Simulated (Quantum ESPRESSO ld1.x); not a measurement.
The numbers below are computed, except where a source is named.
Question: The mean radii <r> (bohr) of the occupied orbitals of an atom or ion are listed with their occupations. Code: ld1.x of Quantum ESPRESSO 7.5. Model: Dirac Kohn-Sham, relativistic LDA (MacDonald-Vosko exchange, VWN5 correlation), spin-unpolarised, spherical densities, point nucleus.

| orbital | occ. | <r> |
|---|---|---|
| 1s1/2 | 2 | 0.01586 |
| 2s1/2 | 2 | 0.06604 |
| 2p1/2 | 2 | 0.05411 |
| 2p3/2 | 4 | 0.06310 |
| 3s1/2 | 2 | 0.1716 |
| 3p1/2 | 2 | 0.1620 |
| 3p3/2 | 4 | 0.1784 |
| 3d3/2 | 4 | 0.1547 |
| 3d5/2 | 6 | 0.1597 |
| 4s1/2 | 2 | 0.3781 |
| 4p1/2 | 2 | 0.3787 |
| 4p3/2 | 4 | 0.4134 |
| 4d3/2 | 4 | 0.4166 |
| 4d5/2 | 6 | 0.4276 |
| 4f5/2 | 6 | 0.4375 |
| 5s1/2 | 2 | 0.8285 |
| 4f7/2 | 8 | 0.4436 |
| 5p1/2 | 2 | 0.8788 |
| 5p3/2 | 4 | 0.9637 |
| 5d3/2 | 4 | 1.156 |
| 5d5/2 | 4 | 1.191 |
| 6s1/2 | 2 | 1.930 |
| 6p1/2 | 1 | 2.204 |
| 6d3/2 | 2 | 3.460 |

Name the element and its charge. Open shells, if any, fill j = l - 1/2 first.

Answer: Z = 83, bismuth, charge +2: Bi2+ in [Xe] 4f14 5d8 6s2 6p1 6d2. The 1s radius gives Z: for a bare nucleus <r> = (2 gamma + 1)/(2Z) with gamma = sqrt(1 - (Z/c)^2), 0.01561 bohr for Z = 83, and screening makes it slightly larger (0.01586 here). The occupations add up to 81, and the charge is Z minus that.
